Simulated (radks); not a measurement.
Results of a calculation; reference values are marked as such.
Problem. Pb II, 81 electrons, occupied as [Hg] 6p1. Code: a radial shooting solver on a logarithmic mesh with Libxc functionals. Model: Dirac Kohn-Sham, PBE, spin-unpolarised, spherical densities, finite nucleus; open shells fill j = l - 1/2 first; Fermi nuclear charge, rms radius 5.5012 fm.

Spin-orbit splittings of the eigenvalues, e(l+1/2) - e(l-1/2), with zeta = 2 splitting/(2l+1) and mean radii in bohr:

| shell | occ. | splitting (eV) | zeta (eV) | <r> j=l-1/2 | <r> j=l+1/2 |
|---|---|---|---|---|---|
| 2p | 6 | 2189 | 1460 | 0.05488 | 0.06380 |
| 3p | 6 | 488.4 | 325.6 | 0.1644 | 0.1807 |
| 3d | 10 | 104.0 | 41.58 | 0.1570 | 0.1619 |
| 4p | 6 | 119.6 | 79.71 | 0.3853 | 0.4198 |
| 4d | 10 | 22.32 | 8.927 | 0.4246 | 0.4356 |
| 4f | 14 | ? | ? | 0.4508 | 0.4571 |
| 5p | 6 | 22.33 | 14.89 | 0.9130 | 1.005 |
| 5d | 10 | 2.588 | 1.035 | 1.275 | 1.323 |
| 6p | 1 | 1.817 | 1.211 | 2.786 | 3.138 |

Estimate the 4f splitting.

Solution. 5.031 eV (zeta = 1.437 eV).
